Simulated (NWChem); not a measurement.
# SiH4O; SMILES O[SiH3]

```xyz
6

Si    -0.0200    -0.4951     0.0000
O     -0.0758     1.1698     0.0000
H      0.6823    -1.0322     1.2089
H     -1.4331    -0.9594     0.0000
H      0.6823    -1.0322    -1.2089
H      0.7664     1.6327     0.0000
```
Atoms are numbered in this order, from 1.

Computed with NWChem. All runs use the structure optimised with PBE0/def2-SVP. GIAO values for the isolated, static molecule; σ is the absolute isotropic shielding, δ = σ(reference) − σ with the isolated reference molecule computed at the same levels (1H: tetramethylsilane, 17O: water, 29Si: tetramethylsilane).

**Question.** Among these, which level gives the highest value of “δ Si1 (ppm)”?
A) BHandHLYP/pcSseg-1
B) KT2/pcSseg-1
C) PBE/pcSseg-1

**Answer.** B, KT2/pcSseg-1. Values: BHandHLYP/pcSseg-1 -37.8; PBE/pcSseg-1 -33.5; KT2/pcSseg-1 -30.5
